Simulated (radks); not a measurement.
Results of a calculation; reference values are marked as such.
Species: Ne2+. Configuration: [He] 2s2 2p3 4f1 (not the ground configuration).

Code: a radial shooting solver on a logarithmic mesh with Libxc functionals. Model: Dirac Kohn-Sham, PBEsol, spin-unpolarised, spherical densities, point nucleus; open shells are shared between the two j in proportion to 2j + 1.

Energy parts (hartree):
part                      energy
total                 -124.07019
kinetic                124.12406
electron-nucleus      -282.82047
Hartree                 44.69213
exchange-correlation   -10.06590

Orbitals (lengths in bohr, moments of r in powers of bohr; r(max) is where P^2 peaks; r(90%) holds 90 % of the orbital's charge):
| orbital | occ. | eigenvalue (hartree) | r(90%) | <r^4> | r(max) | small-component weight |
|---|---|---|---|---|---|---|
| 1s1/2 | 2 | -33.32661 | 0.283 | 0.002950 | 0.1028 | 1.23e-03 |
| 2s1/2 | 2 | -3.60050 | 1.25 | 1.024 | 0.6465 | 1.76e-04 |
| 2p1/2 | 1 | -2.77141 | 1.25 | 1.066 | 0.5594 | 1.61e-04 |
| 2p3/2 | 2 | -2.76575 | 1.26 | 1.072 | 0.5605 | 1.61e-04 |
| 4f5/2 | 0.428571 | -0.22615 | 8.57 | 2287 | 5.461 | 7.45e-06 |
| 4f7/2 | 0.571429 | -0.22614 | 8.57 | 2287 | 5.461 | 7.45e-06 |

The highest occupied level is 4f7/2 at -6.154 eV. Summed over all electrons, <r^2> = 43.51 bohr^2, which gives a Langevin (diamagnetic) susceptibility term of -34.5 x 10^-6 cm^3/mol.
